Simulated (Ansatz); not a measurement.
Reaction (formal exchange of groups at the Si–C bond): `N[SiH2]CS` + `CN[SiH2]N` → `CN[SiH2][SiH2]N` + `NCS`

Program: Ansatz. Geometries: PBE0-D4/def2-TZVP. ΔE: electronic, gas phase. CBS: MP2 limit from def2 TZ/QZ plus the TZ coupled-cluster correction, frozen cores. Functionals use def2-TZVPP. B3LYP here is the variant with VWN-RPA as its local correlation; programs differ in this. Each species was taken in one conformer, which may not be the lowest.

| level | ΔE (kJ/mol) | difference from CCSD(T)/CBS |
| --- | --- | --- |
| PBE-D4 | 132.1 | -23.3 |
| r2SCAN-D4 | 150.9 | -4.5 |
| PBE0-D4 | 139.6 | -15.8 |
| B3LYP-D4 | 147.5 | -7.9 |
| ωB97X-V | 146.8 | -8.6 |
| ωB97M-V | 158.0 | 2.6 |
| B2PLYP | 154.6 | -0.8 |
| PBE | 132.4 | -23.0 |
| r2SCAN | 151.3 | -4.1 |
| PBE0 | 140.1 | -15.3 |
| B3LYP | 147.6 | -7.8 |
| HF/def2-TZVPP | 157.8 | 2.4 |
| MP2/def2-TZVPP | 164.4 | 9.0 |
| SCS-MP2/def2-TZVPP | 159.8 | 4.4 |
| CCSD/def2-TZVPP | 152.9 | -2.5 |
| CCSD(T)/def2-TZVPP | 151.8 | -3.6 |
| HF/def2-QZVPP | 159.0 | 3.6 |
| MP2/def2-QZVPP | 166.8 | 11.4 |
| SCS-MP2/def2-QZVPP | 162.3 | 6.9 |
| HF/CBS(def2) | 159.2 | 3.8 |
| MP2/CBS(def2) | 167.9 | 12.5 |
| CCSD/CBS(def2) | 156.5 | 1.1 |
| CCSD(T)/CBS | 155.4 | 0 |

Largest T1 diagnostic among the species: 0.011.

From PBE to PBE0 (25 % exact exchange), in def2-TZVPP and without D4, ΔE moves by +7.8 kJ/mol.

CCSD(T)/CBS has its own doubt, a few kJ/mol and more with outer-core shells, so smaller differences from it don't rank the levels.
